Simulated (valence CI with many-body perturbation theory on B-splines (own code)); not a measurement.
Sr16+: calculated level list

Level of theory: relativistic CI+MBPT: four valence electrons over a frozen Dirac-Fock core [Ar], a basis of 9 s, 9 p, 10 d, 8 f, 5 g, 3 h, 1 i functions for each j, with the one-electron correlation potential Σ1 (screened to all orders), the two-electron term Σ2, the three-electron term Σ3, Breit, model QED; selected single and double excitations, second order for the rest (own B-spline code, finite nucleus).

No measured levels were compared; by estimate terms of the open shell hold to 2 to 4 % of their energy, and close levels can change places. Core correlation moves these levels by up to 8400 cm⁻¹, and in measured spectra 5 to 20 % of such shifts remained as error; rates that hang on mixing are uncertain with them. Only levels of the ground parity were solved; by the run's estimate the other parity begins above the list, which can be wrong where configurations are misplaced.

Levels 1 to 34 of 34, with energies above the lowest level, 3d4 5D_0. "Leading %" is the weight of the configuration and term that name the level; weights of strongly mixed levels are sums over their largest components and can fall short. In the jj column 3d3/2^4 stands for four electrons in 3d with j = 3/2. Lifetimes count E1, E2, E3, M1 and M2 decay at the calculated energies, and are blank where another channel may lead or the interval is too uncertain; long ones can be off by a factor of two.

```
No.  Configuration  Term  J  E (cm⁻¹)  Leading %              Leading jj  Lifetime  Second component
  1            3d4    5D  0         0         90  3d3/2^2 3d5/2^2 (49 %)                 10 % 3d4 3P
  2            3d4    5D  1      3989         95    3d3/2^3 3d5/2 (70 %)    314 ms        5 % 3d4 3P
  3            3d4    5D  2      9256         98  3d3/2^2 3d5/2^2 (66 %)    126 ms                  
  4            3d4    5D  3     14823         97  3d3/2^2 3d5/2^2 (51 %)    129 ms                  
  5            3d4    5D  4     20319         94  3d3/2^2 3d5/2^2 (41 %)    230 ms        6 % 3d4 3F
  6            3d4    3P  0     54971         80          3d3/2^4 (46 %)   1.26 ms       10 % 3d4 1S
  7            3d4    3H  4     61731         66    3d3/2^3 3d5/2 (69 %)   12.9 ms       14 % 3d4 3G
  8            3d4    3P  1     69760         92  3d3/2^2 3d5/2^2 (45 %)   1.60 ms        4 % 3d4 5D
  9            3d4    3H  5     70145         85  3d3/2^2 3d5/2^2 (94 %)   66.5 ms       15 % 3d4 3G
 10            3d4    3G  3     72196         50  3d3/2^2 3d5/2^2 (55 %)   3.97 ms       47 % 3d4 3F
 11            3d4    3F  2     74437         91  3d3/2^2 3d5/2^2 (54 %)   4.09 ms        6 % 3d4 1D
 12            3d4    3H  6     74818         90  3d3/2^2 3d5/2^2 (71 %)    567 ms       10 % 3d4 1I
 13            3d4    3F  4     79277         52    3d3/2 3d5/2^3 (44 %)   2.77 ms       27 % 3d4 3H
 14            3d4    3P  2     85811         81  3d3/2^2 3d5/2^2 (53 %)   3.66 ms       18 % 3d4 3D
 15            3d4    3G  4     87686         59  3d3/2^2 3d5/2^2 (81 %)   8.91 ms       24 % 3d4 1G
 16            3d4    3F  3     89115         52    3d3/2 3d5/2^3 (68 %)   3.96 ms       46 % 3d4 3G
 17            3d4    3G  5     94956         85    3d3/2 3d5/2^3 (94 %)   8.54 ms       15 % 3d4 3H
 18            3d4    3D  3    101050         92  3d3/2^2 3d5/2^2 (39 %)   3.01 ms                  
 19            3d4    3D  2    104110         66    3d3/2 3d5/2^3 (37 %)   2.21 ms       15 % 3d4 3P
 20            3d4    1I  6    106120         90    3d3/2 3d5/2^3 (71 %)   5.91 ms       10 % 3d4 3H
 21            3d4    3D  1    107740         96    3d3/2 3d5/2^3 (63 %)   1.97 ms                  
 22            3d4    1G  4    115410         66          3d5/2^4 (56 %)   1.82 ms       18 % 3d4 3F
 23            3d4    1S  0    119900         87    3d3/2 3d5/2^3 (68 %)   1.37 ms       12 % 3d4 3P
 24            3d4    1D  2    131590         73  3d3/2^2 3d5/2^2 (48 %)   1.62 ms       11 % 3d4 3D
 25            3d4    1F  3    142030         84    3d3/2 3d5/2^3 (62 %)                  8 % 3d4 3F
 26            3d4    3P  2    161360         93  3d3/2^2 3d5/2^2 (57 %)   2.10 ms        4 % 3d4 1D
 27            3d4    3F  4    165760         92  3d3/2^2 3d5/2^2 (75 %)                  7 % 3d4 1G
 28            3d4    3F  2    169010         92  3d3/2^2 3d5/2^2 (48 %)   1.48 ms        5 % 3d4 1D
 29            3d4    3F  3    171280         89    3d3/2 3d5/2^3 (90 %)                 10 % 3d4 1F
 30            3d4    3P  1    174740         99    3d3/2 3d5/2^3 (88 %)                            
 31            3d4    3P  0    181320         97          3d5/2^4 (56 %)                            
 32            3d4    1G  4    189560         93    3d3/2 3d5/2^3 (72 %)                  6 % 3d4 3F
 33            3d4    1D  2    244260         99  3d3/2^2 3d5/2^2 (54 %)                            
 34            3d4    1S  0    313230         98  3d3/2^2 3d5/2^2 (61 %)
```

Names give the largest LS component (configuration and term), which can be under half, so a name can repeat, a term be missing and a line seem to break the LS rules; names also repeat where a configuration has a term twice.

The ionisation energy to 3d3 4F_3/2 of the next ion comes out as 611.97 eV (NIST: 612 ± 3 eV (theoretical)). All 34 levels together are meant to be complete up to 325860 cm⁻¹.
